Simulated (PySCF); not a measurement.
Species: C5H12GeO2.
Structure used (PBE0-D3(BJ)/def2-SVP), in Å, numbered top down from 1:
```
atom  x, y, z in Å
C1    -1.8881    2.3305   -0.2355
O2    -1.1711    1.2561    0.2957
Ge3   -0.0699    0.2443   -0.6701
O4    -0.5164   -1.4345   -0.3042
C5    -1.8525   -1.8498   -0.3639
C6     1.7470    0.3451   -0.0724
C7     2.1380   -0.3976    1.1807
C8     2.6125   -0.8907   -0.1448
H9    -1.3478    3.2878   -0.1107
H10   -2.8518    2.4215    0.2932
H11   -2.1112    2.2138   -1.3144
H12   -0.3582    0.5820   -2.1525
H13   -2.2446   -1.8555   -1.3998
H14   -1.9177   -2.8794    0.0225
H15   -2.5145   -1.2103    0.2471
H16    2.2470    1.3027   -0.2499
H17    1.3653   -0.9807    1.6889
H18    2.8561    0.0872    1.8475
H19    3.6641   -0.7511   -0.4093
H20    2.1619   -1.8096   -0.5301
```

Level of theory: PySCF 2.14.0, PBE0-D3(BJ)/def2-SVP geometry optimisation, gas phase.

Masses are those of the commonest isotopes; rigid-rotor values at the optimised geometry. The values belong to one conformer with, in the numbering `[CH3:1][O:2][GeH:3]([O:4][CH3:5])[CH:6]1[CH2:7][CH2:8]1`, C1–O2–Ge3–O4 -131°, O2–Ge3–O4–C5 50°, O2–Ge3–C6–C7 76°.

**Question.** Give the principal moments of inertia and the rotational constants in cm⁻¹.

**Answer.** Ia = 247.92, Ib = 430.31, Ic = 578.34 u·Å²; 505379 MHz·u·Å²/I gives 2038, 1174 and 873.8 MHz, that is A = 0.06800, B = 0.03918, C = 0.02915 cm⁻¹.

**Question.** Classify the top.

**Answer.** An asymmetric top; Ray's κ = -0.484.

**Question.** Is it planar, by Δ = Ic − Ia − Ib?

**Answer.** Not planar: Δ = Ic − Ia − Ib = -99.89 u·Å². For a rigid frame Δ = −2 Σ m c², so Σ m c² = 49.95 u·Å² lies off the ab plane: 13.48 from hydrogen and 36.46 from heavier atoms. The atom farthest from that plane is 1.82 Å away.

**Question.** Give the other two planar moments, Paa and Pbb, and the rms extents of the mass along the axes.

**Answer.** Paa = Σ m a² = (Ib + Ic − Ia)/2 = 380.37 and Pbb = Σ m b² = (Ia + Ic − Ib)/2 = 197.97 u·Å². With the mass M = 178.00 u, the rms extents √(P/M) along a, b and c are 1.46, 1.05, 0.53 Å.

**Question.** Where do the levels up to J = 4 lie, in MHz?

**Answer.** Above 0(0,0):
J = 1: 1(0,1) 2048, 1(1,1) 2912, 1(1,0) 3213
J = 2: 2(0,2) 6079, 2(1,2) 6708, 2(1,1) 7610, 2(2,1) 10202, 2(2,0) 10268
J = 3: 3(0,3) 11979, 3(1,3) 12365, 3(1,2) 14159, 3(2,2) 16347, 3(2,1) 16657, 3(3,1) 21456, 3(3,0) 21465
J = 4: 4(0,4) 19646, 4(1,4) 19848, 4(1,3) 22791, 4(2,3) 24488, 4(2,2) 25324, 4(3,2) 29758, 4(3,1) 29820, 4(4,1) 36764, 4(4,0) 36765
The levels of one J sum to (2J + 1)J(J + 1)(A + B + C)/3.

**Question.** Which lines would a microwave search look for?

**Answer.** The dipole components are |μa| = 0.39 D, |μb| = 0.81 D, |μc| = 1.08 D. Intensities carry the squares of the components, which stand as 0.13 : 0.56 : 1.00 (a : b : c). Some lines, for components of 0.1 D or more:

| type | branch | J(Ka,Kc) | MHz | lower level (cm⁻¹) |
| --- | --- | --- | --- | --- |
| a | Q | 3(2,1) ← 3(2,2) | 310 | 0.545 |
| c | Q | 2(1,2) ← 2(0,2) | 629 | 0.203 |
| c | Q | 1(1,1) ← 1(0,1) | 864 | 0.068 |
| a | Q | 5(2,3) ← 5(2,4) | 1681 | 1.154 |
| a | R | 1(0,1) ← 0(0,0) | 2048 | 0.000 |
| b | Q | 4(1,3) ← 4(0,4) | 3146 | 0.655 |
| a | R | 2(1,1) ← 1(1,0) | 4397 | 0.107 |
| c | Q | 3(3,1) ← 3(2,1) | 4799 | 0.556 |
| b | R | 2(2,1) ← 1(1,0) | 6989 | 0.107 |
| b | Q | 5(4,2) ← 5(3,3) | 7005 | 1.339 |
| b | R | 2(2,0) ← 1(1,1) | 7356 | 0.097 |
| a | R | 4(1,4) ← 3(1,3) | 7484 | 0.412 |
| a | R | 4(0,4) ← 3(0,3) | 7666 | 0.400 |
| a | R | 4(2,3) ← 3(2,2) | 8141 | 0.545 |
| a | R | 4(3,2) ← 3(3,1) | 8301 | 0.716 |
| b | R | 3(2,1) ← 2(1,2) | 9949 | 0.224 |
| c | R | 3(3,1) ← 2(2,1) | 11254 | 0.340 |
| c | R | 4(2,3) ← 3(1,3) | 12124 | 0.412 |
| c | R | 4(3,1) ← 3(2,1) | 13163 | 0.556 |
| c | R | 4(4,0) ← 3(3,0) | 15300 | 0.716 |
| b | R | 5(2,3) ← 4(1,4) | 16417 | 0.662 |
| b | R | 5(4,2) ← 4(3,1) | 17330 | 0.995 |
| c | R | 5(4,2) ← 4(3,2) | 17393 | 0.993 |

**Question.** Estimate the classical rotational partition function at 200 K, 298.15 K and 500 K.

**Answer.** Point group C1, symmetry number σ = 1; q = (√π/σ)·√((kT/h)³/(ABC)), k/h = 20836.6 MHz/K: 330000 at 200 K, 600000 at 298.15 K, 1300000 at 500 K.

Stationary, but not proved a minimum. These are rigid-rotor constants of the computed structure; measured ground-state constants (B0) also hold zero-point vibration. A rigid rotor knows nothing of internal rotation, which can split or shift real lines.

The run took 15 min of wall time on one thread of an Intel Xeon at 2.50 GHz, shared host, and the process peaked at 0.93 GiB of memory. This is the geometry optimisation.
